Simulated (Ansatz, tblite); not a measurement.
Removing and adding an electron: Ga₁₀P₁₀H₂₈, a nanocrystal cut from zinc blende GaP (hydrogen-capped). Charge 0, multiplicity 1. Geometry: PBE-D4/def2-SVP. Ansatz, gas phase; energy differences of separate SCF runs; the oxidised species was run as a doublet alone; the reduced species was run as a doublet alone.

```
atom   x (Å)   y (Å)   z (Å)
 Ga1  -0.790   3.326  -3.018
 Ga2   4.585   1.022  -0.405
 Ga3   2.017  -0.402   3.298
 Ga4  -3.529   1.837  -0.478
 Ga5  -2.088  -0.189   2.980
 Ga6   0.280   1.077   0.187
 Ga7   1.084  -0.574  -3.181
 Ga8   1.839  -2.461  -0.030
 Ga9  -1.813  -2.049  -0.648
Ga10  -0.558  -3.710   2.830
 P11   2.401   2.103  -0.241
 P12  -1.305   2.579  -0.767
 P13  -0.438   1.142  -4.007
 P14   0.027   0.768   2.503
 P15   3.969  -1.324  -0.305
 P16   1.479  -2.520   2.301
 P17  -3.647   1.320   1.868
 P18  -3.468  -0.396  -1.355
 P19  -2.108  -2.181   1.710
 P20   0.243  -0.954  -0.968
 H21  -2.078   3.993  -3.639
 H22   0.634   4.011  -2.967
 H23   5.087   1.314  -1.871
 H24   5.345   1.381   0.926
 H25   1.993  -0.449   4.874
 H26   3.197   0.259   2.462
 H27  -4.716   2.723  -1.005
 H28  -2.509  -0.304   4.492
 H29   2.461   0.191  -2.980
 H30   0.915  -1.848  -4.095
 H31   1.884  -3.832  -0.809
 H32  -2.089  -3.384  -1.433
 H33  -0.875  -3.575   4.373
 H34  -0.572  -5.071   2.027
 H35   2.483   3.181   0.696
 H36   2.172   2.875  -1.423
 H37  -1.257   3.749   0.060
 H38  -0.105   1.399  -5.375
 H39  -1.719   0.550  -4.248
 H40  -0.007   2.092   3.051
 H41   4.824  -1.916   0.677
 H42   4.563  -1.921  -1.462
 H43   2.517  -3.400   2.752
 H44  -3.667   2.578   2.549
 H45  -4.989   0.918   2.167
 H46  -4.789  -0.928  -1.210
 H47  -3.464  -0.276  -2.781
 H48  -3.419  -2.723   1.916
```

The xTB rows come from tblite. Single mean-field runs in def2-SVP are fitted with def2-universal-jkfit. HOMO above LUMO, or a gap near zero within one spin, warns that the state may not be the lowest or that an electron is smeared out.

Question: Estimate orbital energies and vertical ionisation energies and electron affinities at: GFN1-xTB; GFN2-xTB; PBE-D4/def2-SVP; PBE0-D4/def2-SVP.

Answer: 
```tsv
level	−HOMO (eV)	vertical IE (eV)	−LUMO (eV)	vertical EA (eV)	HOMO–LUMO gap (eV)	IE − EA (eV)	remarks
GFN1-xTB	10.37	11.83	6.32	4.90	4.04	6.93	–
GFN2-xTB	11.08	12.54	7.84	6.29	3.24	6.25	–
PBE-D4/def2-SVP	5.96	7.57	1.97	0.60	4.00	6.97	HOMO above zero (-1 doublet), gap within one spin near zero (+1 doublet), gap within one spin near zero (-1 doublet)
PBE0-D4/def2-SVP	6.99	8.10	1.22	0.30	5.76	7.80	HOMO above zero (-1 doublet)
```

   A HOMO above zero means that the electron is unbound at that level or that self-interaction error raises the level; the energy of removing that electron tells which. Raw xTB energy differences between charge states are shifted by several eV; the methods need an empirical correction for them. Sets without diffuse functions give affinities that are too small.
